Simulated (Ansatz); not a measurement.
Cost and result up the ladder for the cluster B₃F₃ (6 atoms). Charge 0, multiplicity 1. Geometry: PBE0-D4/def2-SVP.

```tsv
atom	x (Å)	y (Å)	z (Å)
B1	-0.4287	0.2722	0.9612
B2	0.5729	-0.6265	-0.6790
B3	-0.2760	0.6784	-0.5403
F4	-0.3969	-0.2822	2.1190
F5	-0.6854	1.6855	-1.3420
F6	1.2142	-1.7275	-0.5189
```

Ansatz on 4 threads of Arm Neoverse V1 on a shared host. Times are rough, and most runs start from the orbitals of an earlier one. No level here is sound enough to serve as a yardstick. Binding counts from free atoms at the same level (B doublet, F doublet; other spins of the atoms weren't run), without zero-point energy or a counterpoise term.

HSE06 is defined as in plane-wave codes, on full-range PBE exchange. Correlated methods freeze 6 core orbitals. The structure comes from a short search, and lower isomers may exist.

Run but left out: HF/STO-3G, B2PLYP/def2-TZVP (restricted singlet, unstable in another Hartree–Fock run and untested here).

Correlated methods converge slowly with the basis.

| level | functions | wall time | binding energy per atom (eV) | remarks |
| --- | --- | --- | --- | --- |
| PBE-D4/def2-SVP | 84 | 0.6 s | 4.88 | restricted SCF unstable in HF |
| PBE0-D4/def2-SVP | 84 | 0.6 s | 4.65 | restricted SCF unstable in HF |
| revPBE-D4/def2-TZVP | 186 | 1.1 s | 4.56 | restricted SCF unstable in HF |
| PBE-D4/def2-TZVP (with forces) | 186 | 1.4 s | 4.75 | restricted SCF unstable in HF |
| HSE06-D4/def2-TZVP | 186 | 1.7 s | 4.56 | restricted SCF unstable in HF |
| MP2/def2-TZVP | 186 | 1.8 s | 4.59 | restricted SCF unstable |
| PBE0-D4/def2-TZVP | 186 | 1.9 s | 4.56 | restricted SCF unstable in HF |
| r2SCAN-D4/def2-TZVP | 186 | 2.4 s | 4.60 | restricted SCF unstable in HF |
| CCSD(T)/def2-TZVPP | 186 | 56 s | 4.32 | restricted SCF unstable |
